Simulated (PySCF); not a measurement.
P³⁺ (phosphorus, charge +3) across methods

[Ne] 3s2, closed-shell 1S. Calculation: PySCF 2.14, in x2c-TZVPPall (5s5p3d1f, 42 functions); the spin-free X2C one-electron Hamiltonian (Gaussian nucleus).

```json
{"method": "UHF", "E (hartree)": "-339.37166", "mean ε 2s (eV)": "-244.39", "mean ε 2p (eV)": "-185.78", "mean ε 3s (eV)": "-50.004", "Σ⟨r²⟩ (bohr²)": "8.924", "⟨S²⟩": "0.000"}
{"method": "wB97X-V", "E (hartree)": "-339.8205", "mean ε 2s (eV)": "-221.96", "mean ε 2p (eV)": "-170.80", "mean ε 3s (eV)": "-49.514", "Σ⟨r²⟩ (bohr²)": "8.856", "⟨S²⟩": "0.000"}
{"method": "LDA", "E (hartree)": "-338.5751", "mean ε 2s (eV)": "-211.63", "mean ε 2p (eV)": "-163.18", "mean ε 3s (eV)": "-45.786", "Σ⟨r²⟩ (bohr²)": "8.812", "⟨S²⟩": "0.000"}
{"method": "CAM-B3LYP", "E (hartree)": "-339.8757", "mean ε 2s (eV)": "-221.14", "mean ε 2p (eV)": "-170.21", "mean ε 3s (eV)": "-48.604", "Σ⟨r²⟩ (bohr²)": "8.844", "⟨S²⟩": "0.000"}
{"method": "wB97X", "E (hartree)": "-339.8670", "mean ε 2s (eV)": "-221.74", "mean ε 2p (eV)": "-170.76", "mean ε 3s (eV)": "-49.609", "Σ⟨r²⟩ (bohr²)": "8.797", "⟨S²⟩": "0.000"}
{"method": "r2SCAN", "E (hartree)": "-339.8211", "mean ε 2s (eV)": "-216.90", "mean ε 2p (eV)": "-165.51", "mean ε 3s (eV)": "-45.830", "Σ⟨r²⟩ (bohr²)": "8.855", "⟨S²⟩": "0.000"}
{"method": "PBE", "E (hartree)": "-339.7053", "mean ε 2s (eV)": "-212.53", "mean ε 2p (eV)": "-163.19", "mean ε 3s (eV)": "-45.656", "Σ⟨r²⟩ (bohr²)": "8.825", "⟨S²⟩": "0.000"}
{"method": "PBE0", "E (hartree)": "-339.7313", "mean ε 2s (eV)": "-220.83", "mean ε 2p (eV)": "-169.15", "mean ε 3s (eV)": "-46.989", "Σ⟨r²⟩ (bohr²)": "8.833", "⟨S²⟩": "0.000"}
{"method": "wB97M-V", "E (hartree)": "-339.8702", "mean ε 2s (eV)": "-223.67", "mean ε 2p (eV)": "-171.37", "mean ε 3s (eV)": "-49.501", "Σ⟨r²⟩ (bohr²)": "8.847", "⟨S²⟩": "0.000"}
```
